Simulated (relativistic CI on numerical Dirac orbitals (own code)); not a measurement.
d5 in a ligand field

Computed with a parametric ligand-field model of a d^n configuration (Racah B and C, spin-orbit zeta, crystal field), exact diagonalisation.

Field parameters in Wybourne normalisation: Oh B⁴₀ = 21Dq, B⁴₄ = √(5/14) B⁴₀. The field is a parameter set, without covalency, and values of 10Dq over about 45,000 cm⁻¹ lie beyond real compounds.

B = 1010 cm⁻¹, C = 3910 cm⁻¹ (C/B = 3.87), Oh, no spin-orbit coupling. Tanabe-Sugano data, E/B above the lowest term (Δ = |10Dq|; b, c mark the second and third term of a kind):

| Δ/B | 6A1 | 4T1 | 4T2 | 4T1(b) | 2T2 | 2A2 | 2T1 |
| --- | --- | --- | --- | --- | --- | --- | --- |
| 1.0 | 0.00 | 29.18 | 29.33 | 34.26 | 41.78 | 41.85 | 41.87 |
| 3.0 | 0.00 | 28.08 | 29.16 | 35.29 | 40.24 | 41.02 | 41.13 |
| 5.0 | 0.00 | 26.50 | 28.78 | 36.69 | 37.51 | 39.68 | 39.89 |
| 7.0 | 0.00 | 24.76 | 28.16 | 38.15 | 34.24 | 38.09 | 38.36 |
| 9.0 | 0.00 | 22.93 | 27.28 | 39.55 | 30.74 | 36.37 | 36.67 |
| 11.0 | 0.00 | 21.07 | 26.15 | 40.82 | 27.12 | 34.56 | 34.89 |
| 13.0 | 0.00 | 19.17 | 24.81 | 41.92 | 23.43 | 32.71 | 33.06 |
| 15.0 | 0.00 | 17.26 | 23.31 | 42.82 | 19.70 | 30.83 | 31.18 |
| 17.0 | 0.00 | 15.33 | 21.69 | 43.52 | 15.92 | 28.93 | 29.28 |
| 19.0 | 0.00 | 13.39 | 19.99 | 44.05 | 12.13 | 27.01 | 27.37 |
| 21.0 | 0.00 | 11.44 | 18.22 | 44.45 | 8.31 | 25.07 | 25.43 |
| 23.0 | 0.00 | 9.49 | 16.42 | 44.75 | 4.47 | 23.13 | 23.49 |
| 25.0 | 0.00 | 7.53 | 14.58 | 44.98 | 0.62 | 21.18 | 21.54 |
| 27.0 | 3.25 | 8.82 | 15.96 | 48.40 | 0.00 | 22.47 | 22.83 |
| 29.0 | 7.13 | 10.73 | 17.95 | 52.42 | 0.00 | 24.38 | 24.75 |
| 31.0 | 11.02 | 12.65 | 19.94 | 56.42 | 0.00 | 26.30 | 26.67 |
| 33.0 | 14.91 | 14.57 | 21.92 | 60.40 | 0.00 | 28.23 | 28.60 |
| 35.0 | 18.82 | 16.50 | 23.90 | 64.38 | 0.00 | 30.16 | 30.53 |
| 37.0 | 22.73 | 18.43 | 25.88 | 68.35 | 0.00 | 32.09 | 32.46 |
| 39.0 | 26.64 | 20.37 | 27.85 | 72.32 | 0.00 | 34.03 | 34.40 |
| 41.0 | 30.57 | 22.31 | 29.83 | 76.28 | 0.00 | 35.98 | 36.34 |
| 43.0 | 34.49 | 24.25 | 31.80 | 80.25 | 0.00 | 37.92 | 38.29 |
| 45.0 | 38.42 | 26.20 | 33.78 | 84.21 | 0.00 | 39.87 | 40.23 |
| 47.0 | 42.36 | 28.15 | 35.75 | 88.17 | 0.00 | 41.82 | 42.19 |

The ground term changes from 6A1 to 2T2 between Δ/B = 25.0 and 27.0.
